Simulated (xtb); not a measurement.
xtb input (GFN2-xTB):

```bash
xtb mol.xyz --gfn 2 --ohess tight --chrg 0 --uhf 0
```
mol.xyz:
```
6

Sb     0.00542613    -0.03370693    -0.03129613
H     -0.02294720    -0.01917689     1.80886429
H      0.00379129    -0.03155366    -1.77009975
H      1.70821931    -0.03663862     0.00854057
H     -0.81999240     1.51854878    -0.00230361
H     -0.84735109    -1.46353872    -0.00158369
```

Output:

```
           -------------------------------------------------
          |                Calculation Setup                |
           -------------------------------------------------

           -------------------------------------------------
          |                 G F N 2 - x T B                 |
           -------------------------------------------------

        Reference                      10.1021/acs.jctc.8b01176
      * Hamiltonian:
        H0-scaling (s, p, d)           1.850000    2.230000    2.230000
        zeta-weighting                 0.500000
      * Dispersion:
        s8                             2.700000
        a1                             0.520000
        a2                             5.000000
        s9                             5.000000
      * Repulsion:
        kExp                           1.500000    1.000000
        rExp                           1.000000
      * Coulomb:
        alpha                          2.000000
        third order                    shell-resolved
        anisotropic                    true
        a3                             3.000000
        a5                             4.000000
        cn-shift                       1.200000
        cn-exp                         4.000000
        max-rad                        5.000000

          ...................................................
          :                      SETUP                      :
          :.................................................:
          :  # basis functions                  15          :
          :  # atomic orbitals                  14          :
          :  # shells                            8          :
          :  # electrons                        10          :
          :  max. iterations                   250          :
          :  Hamiltonian                  GFN2-xTB          :
          :  restarted?                      false          :
          :  GBSA solvation                  false          :
          :  PC potential                    false          :
          :  electronic temp.          300.0000000     K    :
          :  accuracy                    1.0000000          :
          :  -> integral cutoff          0.2500000E+02      :
          :  -> integral neglect         0.1000000E-07      :
          :  -> SCF convergence          0.1000000E-05 Eh   :
          :  -> wf. convergence          0.1000000E-03 e    :
          :  Broyden damping             0.4000000          :
          :  net charge                          0          :
          :  unpaired electrons                  0          :
          ...................................................

 iter      E             dE          RMSdq      gap      omega  full diag
   1     -4.5327992 -0.453280E+01  0.116E+01    6.40       0.0  T
   2     -4.6441547 -0.111355E+00  0.122E+01    4.69       1.0  T
   3     -4.6623259 -0.181713E-01  0.100E+01    4.91       1.0  T
   4     -4.6683824 -0.605648E-02  0.837E-01    5.03       1.0  T
   5     -4.6687429 -0.360430E-03  0.544E-01    5.11       1.0  T
   6     -4.6689048 -0.161972E-03  0.871E-02    5.17       1.0  T
[...]
           -------------------------------------------------
          |                Geometry Summary                 |
           -------------------------------------------------

      molecular mass/u    :      126.7994874
   center of mass at/Å    :        0.0045045      -0.0110591       0.0019743
  moments of inertia/u·Å² :        0.8238137E+01   0.1035150E+02   0.1035185E+02
rotational constants/cm⁻¹ :        0.2046292E+01   0.1628521E+01   0.1628466E+01

 * 5 selected distances

     #   Z          #   Z                                           value/Å
     1  51 Sb       2   1 H                                       1.7584451 (max)
     1  51 Sb       3   1 H                                       1.7582307
     1  51 Sb       4   1 H                                       1.6506624
     1  51 Sb       5   1 H                                       1.6505206 (min)
     1  51 Sb       6   1 H                                       1.6505549

 * 1 distinct bonds (by element types)

   Z      Z             #   av. dist./Å        max./Å        min./Å
   1 H   51 Sb          5     1.6936827     1.7584451     1.6505206

           -------------------------------------------------
          |               Frequency Printout                |
           -------------------------------------------------
 projected vibrational frequencies (cm⁻¹)
eigval :       -0.00    -0.00    -0.00     0.00     0.00     0.00
eigval :      294.03   294.79   778.66   805.35   805.51  1061.89
eigval :     1062.07  1335.22  1410.92  1689.91  1804.87  1805.26
 reduced masses (amu)
   1:  3.81   2: 64.19   3:114.01   4: 44.47   5: 81.34   6: 46.10   7:  1.53   8:  1.53
   9:  4.82  10:  4.00  11:  4.00  12:  1.01  13:  1.01  14:  1.99  15:  1.01  16:  1.01
  17:  2.29  18:  2.29
 IR intensities (km·mol⁻¹)
   1:  0.00   2:  0.00   3:  0.00   4:  0.00   5:  0.00   6:  0.00   7: 20.24   8: 20.31
   9:997.89  10:484.34  11:483.67  12:  0.00  13:  0.00  14:******  15:  0.02  16:  0.01
  17:658.63  18:659.00
 Raman intensities (Ä⁴*amu⁻¹)
   1:  0.00   2:  0.00   3:  0.00   4:  0.00   5:  0.00   6:  0.00   7:  0.00   8:  0.00
   9:  0.00  10:  0.00  11:  0.00  12:  0.00  13:  0.00  14:  0.00  15:  0.00  16:  0.00
  17:  0.00  18:  0.00
 output can be read by thermo (or use thermo option).
 writing <g98.out> molden fake output.
 recommended (thermochemical) frequency scaling factor: 1.0
           -------------------------------------------------
          |             Thermodynamic Functions             |
           -------------------------------------------------

d3h symmetry found (for desy threshold:  0.10E+00) used in thermo

          ...................................................
          :                      SETUP                      :
          :.................................................:
Note: The following floating-point exceptions are signalling: IEEE_DENORMAL
normal termination of xtb
          :  # frequencies                          12      :
          :  # imaginary freq.                       0      :
          :  linear?                             false      :
          :  only rotor calc.                    false      :
          :  symmetry                              d3h      :
          :  rotational number                       6      :
          :  scaling factor                  1.0000000      :
          :  rotor cutoff                   50.0000000 cm⁻¹ :
          :  imag. cutoff                  -20.0000000 cm⁻¹ :
          :.................................................:

    mode    ω/cm⁻¹     T·S(HO)/kcal·mol⁻¹    T·S(FR)/kcal·mol⁻¹   T·S(vib)
   ------------------------------------------------------------------------
       1    294.03    -0.43252 ( 99.92%)    -0.52996 (  0.08%)    -0.43260
       2    294.79    -0.43122 ( 99.92%)    -0.52920 (  0.08%)    -0.43130
   ------------------------------------------------------------------------

   temp. (K)  partition function   enthalpy   heat capacity  entropy
                                   cal/mol     cal/K/mol   cal/K/mol   J/K/mol
 298.15  VIB   1.88                  735.775      6.287      3.727
         ROT   378.                  888.752      2.981     14.777
         INT   713.                 1624.528      9.268     18.503
         TR   0.138E+28             1481.254      4.968     40.407
         TOT                        3105.7817    14.2362    58.9108   246.4826

       T/K    H(0)-H(T)+PV         H(T)/Eh          T*S/Eh         G(T)/Eh
   ------------------------------------------------------------------------
    298.15    0.494938E-02    0.349038E-01    0.279904E-01    0.691340E-02
   ------------------------------------------------------------------------

         :::::::::::::::::::::::::::::::::::::::::::::::::::::
         ::                  THERMODYNAMIC                  ::
         :::::::::::::::::::::::::::::::::::::::::::::::::::::
         :: total free energy          -4.653377981601 Eh   ::
         ::.................................................::
         :: total energy               -4.660291381171 Eh   ::
         :: zero point energy           0.029954426240 Eh   ::
         :: G(RRHO) w/o ZPVE           -0.023041026670 Eh   ::
         :: G(RRHO) contrib.            0.006913399570 Eh   ::
         :::::::::::::::::::::::::::::::::::::::::::::::::::::

optimized geometry written to: xtbopt.xyz

           -------------------------------------------------
          | TOTAL ENERGY               -4.660291381171 Eh   |
          | TOTAL ENTHALPY             -4.625387576781 Eh   |
          | TOTAL FREE ENERGY          -4.653377981601 Eh   |
          | GRADIENT NORM               0.000062324497 Eh/α |
          | HOMO-LUMO GAP               5.641726616518 eV   |
           -------------------------------------------------

------------------------------------------------------------------------
------------------------------------------------------------------------
 total:
 SCF:
 ANC optimizer:
 analytical hessian:
```
